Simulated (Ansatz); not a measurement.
Relaxation of CH11NOSi2 (16 atoms, charge 0, multiplicity 1), to a largest force component of 0.03 eV/Å in at most 50 steps.

Computed with Ansatz 0.2.0, RKS B3LYP-D4/def2-SVP.

```xyz
16
Properties=species:S:1:pos:R:3
Si -0.005 0.794 0.748
N 1.484 -1.902 0.196
O -0.265 0.449 -0.868
Si -0.492 1.090 -2.383
H 1.452 0.900 1.034
H -0.600 2.138 1.032
H 0.945 -1.815 1.056
C -0.870 -0.481 1.814
H 0.924 -1.482 -0.545
H 2.313 -1.318 0.306
H -1.094 2.454 -2.293
H 0.816 1.185 -3.095
H -1.404 0.195 -3.146
H -1.886 -0.128 2.055
H -0.977 -1.456 1.320
H -0.340 -0.622 2.770
```

Where does it end, and by what steps?

The forces met the threshold. The force dipped under the threshold on the way, but the program's further checks kept it going. After 20 steps the energy has fallen by 0.171 eV; H7 moved furthest, 1.23 Å.

| step | energy less start (eV) | largest force component (eV/Å) | accepted |
| --- | --- | --- | --- |
| 0 | 0.0000 | 0.298 | yes |
| 1 | -0.0722 | 0.116 | yes |
| 2 | -0.0987 | 0.259 | yes |
| 3 | -0.1053 | 0.439 | yes |
| 4 | -0.1015 | 0.517 | no |
| 5 | -0.1184 | 0.197 | yes |
| 6 | -0.1248 | 0.268 | yes |
| 7 | -0.1349 | 0.345 | yes |
| 8 | -0.1410 | 0.385 | yes |
| 9 | -0.1588 | 0.060 | yes |
| 10 | -0.1466 | 0.255 | no |
| 11 | -0.1618 | 0.029 | yes |
| 12 | -0.1643 | 0.126 | yes |
| 13 | -0.1658 | 0.155 | yes |
| 14 | -0.1674 | 0.134 | yes |
| 15 | -0.1677 | 0.170 | yes |
| 16 | -0.1692 | 0.112 | yes |
| 17 | -0.1698 | 0.051 | yes |
| 18 | -0.1705 | 0.019 | yes |
| 19 | -0.1708 | 0.061 | yes |
| 20 | -0.1711 | 0.025 | yes |

```xyz
16
Properties=species:S:1:pos:R:3
Si -0.110 1.052 0.851
N 1.547 -2.118 -0.220
O -0.215 0.560 -0.744
Si -0.445 1.066 -2.313
H 1.326 1.283 1.188
H -0.849 2.342 1.007
H 0.916 -2.757 0.265
C -0.831 -0.289 1.937
H 0.973 -1.353 -0.579
H 2.156 -1.714 0.494
H -1.216 2.345 -2.329
H 0.871 1.280 -2.981
H -1.209 0.017 -3.042
H -1.894 -0.460 1.707
H -0.279 -1.225 1.755
H -0.741 -0.029 3.004
```

Time of the run: 81 s on 4 threads of Arm Neoverse N1, on a shared host, peak memory 0.34 GiB.
